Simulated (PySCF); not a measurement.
C3H5 (SMILES [CH-]=CC), charge -1, singlet, at a GFN2-xTB geometry (in this run its highest filled SCF level lies above zero, so its values depend strongly on the basis, on diffuse functions most of all); M062X/def2-SVP run with PySCF.

Input for PySCF:
```python
from pyscf import gto, scf, dft

mol = gto.M(
    atom='''
C     1.35805982    0.02312035   -0.00323503
C     0.09892564    0.45870450   -0.01716080
H     2.08097321    0.91930036   -0.03769013
H    -0.29397552    1.52858289   -0.05609412
C    -1.06691089   -0.50759766    0.02066702
H    -0.69797393   -1.53441177    0.05804749
H    -1.71318980   -0.34673546    0.89954519
H    -1.71628136   -0.41209920   -0.86543564
''',
    basis='def2-svp',
    charge=-1,
    verbose=4,
)

mf = dft.RKS(mol)
mf.xc = 'm062x'
mf.kernel()
```

What the program printed (banner, timings and long lists left out):

```
PySCF version 2.14.0

[INPUT] verbose = 4
[INPUT] num. atoms = 8
[INPUT] num. electrons = 24
[INPUT] charge = -1
[INPUT] spin (= nelec alpha-beta = 2S) = 0
[INPUT] symmetry False subgroup None
[INPUT] Mole.unit = angstrom
[INPUT] Symbol           X                Y                Z      unit          X                Y                Z       unit  Magmom
[INPUT]  1 C      1.358059820000   0.023120350000  -0.003235030000 AA    2.566361120576   0.043691129404  -0.006113320705 Bohr   0.0
[INPUT]  2 C      0.098925640000   0.458704500000  -0.017160800000 AA    0.186942366297   0.866825877106  -0.032429212078 Bohr   0.0
[INPUT]  3 H      2.080973210000   0.919300360000  -0.037690130000 AA    3.932469439457   1.737225906614  -0.071224023299 Bohr   0.0
[INPUT]  4 H     -0.293975520000   1.528582890000  -0.056094120000 AA   -0.555533220127   2.888603020796  -0.106002523998 Bohr   0.0
[INPUT]  5 C     -1.066910890000  -0.507597660000   0.020667020000 AA   -2.016169381416  -0.959220558870   0.039055007611 Bohr   0.0
[INPUT]  6 H     -0.697973930000  -1.534411770000   0.058047490000 AA   -1.318979569786  -2.899618007609   0.109693858318 Bohr   0.0
[INPUT]  7 H     -1.713189800000  -0.346735460000   0.899545190000 AA   -3.237459521398  -0.655235057075   1.699894045770 Bohr   0.0
[INPUT]  8 H     -1.716281360000  -0.412099200000  -0.865435640000 AA   -3.243301723096  -0.778754624152  -1.635436338038 Bohr   0.0

nuclear repulsion = 63.7979520947522
number of shells = 33
number of NR pGTOs = 107
number of NR cGTOs = 67
basis = def2-svp
ecp = {}

******** <class 'pyscf.dft.rks.RKS'> ********
method = RKS
initial guess = minao
damping factor = 0
level_shift factor = 0
DIIS = <class 'pyscf.scf.diis.CDIIS'>
diis_start_cycle = 1
diis_space = 8
diis_damp = 0
SCF conv_tol = 1e-09
SCF conv_tol_grad = None
SCF max_cycles = 50
direct_scf = True
direct_scf_tol = 1e-13
XC library pyscf.dft.libxc version 7.1.2
    S. Lehtola, C. Steigemann, M. J. T. Oliveira, and M. A. L. Marques,  SoftwareX 7, 1–5 (2018)
XC functionals = m062x
    Y. Zhao and D. G. Truhlar,  Theor. Chem. Acc. 120, 215 (2008)
    Y. Zhao and D. G. Truhlar,  Theor. Chem. Acc. 120, 215 (2008)
radial grids:
    Treutler-Ahlrichs [JCP 102, 346 (1995); DOI:10.1063/1.469408] (M4) radial grids

becke partition: Becke, JCP 88, 2547 (1988); DOI:10.1063/1.454033
pruning grids: <function nwchem_prune>
grids dens level: 3
symmetrized grids: False
atomic radii adjust function: <function treutler_atomic_radii_adjust>
small_rho_cutoff = 0
Set gradient conv threshold to 3.16228e-05
Initial guess from minao.
tot grids = 91400
init E= -117.177451097658
  HOMO = -0.226266195234077  LUMO = -0.0155942241136029  gap/eV = 5.73268
cycle= 1 E= -116.992302243748  delta_E= 0.185  |g|= 0.477  |ddm|= 2.79
  HOMO = 0.139346279904061  LUMO = 0.287630237337903  gap/eV = 4.03501
cycle= 2 E= -116.997411862662  delta_E= -0.00511  |g|= 0.483  |ddm|= 2.77
  HOMO = 0.019463995153302  LUMO = 0.287285586937553  gap/eV = 7.28780
cycle= 3 E= -117.06811949611  delta_E= -0.0707  |g|= 0.0571  |ddm|=  1.6
  HOMO = 0.0184000561021609  LUMO = 0.285280321543918  gap/eV = 7.26218
cycle= 4 E= -117.068748116346  delta_E= -0.000629  |g|= 0.0376  |ddm|= 0.0941
  HOMO = 0.0160103440681532  LUMO = 0.287497022902523  gap/eV = 7.38753
cycle= 5 E= -117.069121425789  delta_E= -0.000373  |g|= 0.00236  |ddm|= 0.0616
  HOMO = 0.0160575534845764  LUMO = 0.287482805253922  gap/eV = 7.38586
cycle= 6 E= -117.06912473344  delta_E= -3.31e-06  |g|= 0.00126  |ddm|= 0.0141
  HOMO = 0.0160734697042511  LUMO = 0.287432516360073  gap/eV = 7.38406
cycle= 7 E= -117.069125315837  delta_E= -5.82e-07  |g|= 0.0004  |ddm|= 0.00527
  HOMO = 0.016042831090437  LUMO = 0.287473315700636  gap/eV = 7.38600
cycle= 8 E= -117.069125392135  delta_E= -7.63e-08  |g|= 8.48e-05  |ddm|= 0.0023
  HOMO = 0.0160429375029625  LUMO = 0.287478920703291  gap/eV = 7.38615
cycle= 9 E= -117.069125395319  delta_E= -3.18e-09  |g|= 1.15e-05  |ddm|= 0.000426
  HOMO = 0.0160418612557134  LUMO = 0.287478415189605  gap/eV = 7.38616
cycle= 10 E= -117.069125395432  delta_E= -1.13e-10  |g|= 2.6e-06  |ddm|= 8.46e-05
  HOMO = 0.0160411805844181  LUMO = 0.287478424330666  gap/eV = 7.38618
Extra cycle  E= -117.06912539544  delta_E= -7.3e-12  |g|= 1.11e-06  |ddm|= 2.21e-05
converged SCF energy = -117.06912539544
```
